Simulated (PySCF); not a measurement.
## Dipole response of Rb⁻ (rubidium, charge -1)

[Kr] 5s2, closed-shell 1S. Calculation: PySCF 2.14, in aug-cc-pVTZ-X2C (8s7p5d2f, 68 functions); scalar relativity by spin-free X2C-1e. Coupled (time-dependent) response in atomic units; α is the mean over directions.

| method | mean α (bohr³) | C₆ (like pair) | S(−4) |
| --- | --- | --- | --- |
| wB97M-V | 1583 | 52380 | 2462000 |

S(−4) is the Cauchy moment in α(ω) = α(0) + S(−4) ω² + …

α(iu) at wB97M-V:

```csv
u (hartree),α(iu) (bohr³)
0,1583
0.0500,403.0
0.100,145.1
0.200,47.61
0.300,25.89
0.500,13.17
0.750,7.939
1.00,5.419
1.50,2.957
2.00,1.829
3.00,0.8807
5.00,0.3327
```

A single London oscillator, α(iu) = α/(1 + u²/ω²), gives C₆ = (3/4) ω α². Matching the computed C₆ needs ω = 4 × 52380 / (3 × 1583²) = 0.0279 hartree.

For an ion, C₆ is the dispersion term alone; charge-induced terms of lower order in 1/R come first.
